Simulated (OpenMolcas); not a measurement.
# Pb III: effect of correlating more closed shells

```json
{"Program": "OpenMolcas", "Basis": "ANO-RCC-VQZP [9s8p6d4f3g]", "Scalar Hamiltonian": "DKH2, point nucleus", "Active space": "2 electrons in 9 orbitals (RAS2 6s 6p; RAS3 6d, at most 2 electrons)", "State averaging": "2S+1 = 3 even, 3 roots; 2S+1 = 1 even, 6 roots; 2S+1 = 3 odd, 3 roots; 2S+1 = 1 odd, 3 roots", "Spin-orbit coupling": "state interaction with AMFI integrals over the reference wave functions, term energies averaged over their components"}
```

Methods on the same reference wave functions:
A. RASSCF
B. SS-RASPT2, IPEA 0.25 Eh, imaginary shift 0.1 Eh (closed shells correlated: 5d)
C. SS-RASPT2, IPEA 0.25 Eh, imaginary shift 0.1 Eh (closed shells correlated: 4f 5s 5p 5d)

Energies in cm⁻¹ above 6s² ¹S₀, the measured ground level; measured values from Moore, Atomic Energy Levels, vol. III, NSRDS-NBS 35 (1971 reprint of NBS Circular 467, 1958).

```json
{"Level": "6s² ¹S₀", "A": "0.0", "B": "0.0", "C": "0.0", "Measured": "0.0"}
{"Level": "6s 6p ³P°₀", "A": "54742", "B": "63050", "C": "63600", "Measured": "60397"}
{"Level": "6s 6p ³P°₁", "A": "58515", "B": "66470", "C": "67000", "Measured": "64391"}
{"Level": "6s 6p ³P°₂", "A": "69441", "B": "77740", "C": "78300", "Measured": ""}
{"Level": "6s 6p ¹P°₁", "A": "92968", "B": "93320", "C": "93490", "Measured": "95340"}
```

Deviations, from unrounded energies. A percentage is the sum of absolute deviations over the sum of measured energies, with the sign that they share, or ± where signs differ.

```csv
Against measurement,Levels,A,B,C
mean absolute deviation (cm-1),3,4600,2200,2600
other configurations (%),3,-6.3,±3.1,±3.5
```

B lies closest to measurement on these levels and A furthest from it. The largest miss of B in the table is 6s 6p ³P°₀, by +2600 cm-1. The ranking rests on the paired levels alone, and a cruder setting can come out closer through cancelling errors.

Between B and C the level of the table that moves most is 6s 6p ³P°₂, by 550 cm-1 (lowest in B, highest in C). Moves below CASPT2's spread within the term are not significant.

The lowest spin-free term lies below A's lowest term by 0.419 hartree in B, 0.824 hartree in C.

What an inner shell adds also hangs on whether the basis holds functions to correlate it.

The run also gave levels led by 6s 6d, which use shells meant for correlation; these and all levels above them are left out. Spin-orbit splittings of 6p shells tend to come out small when the coupling is added on scalar orbitals. Measured partners are found by configuration, term and J. A level has none where our copy of the source lacks it or the pairing is in doubt (some pairs that miss far off the trend of their configuration count as doubtful), and it then counts in no deviation. Only configurations of the active space appear. Levels that lie high or do not pair safely by name in every column are left out.

° marks odd parity.
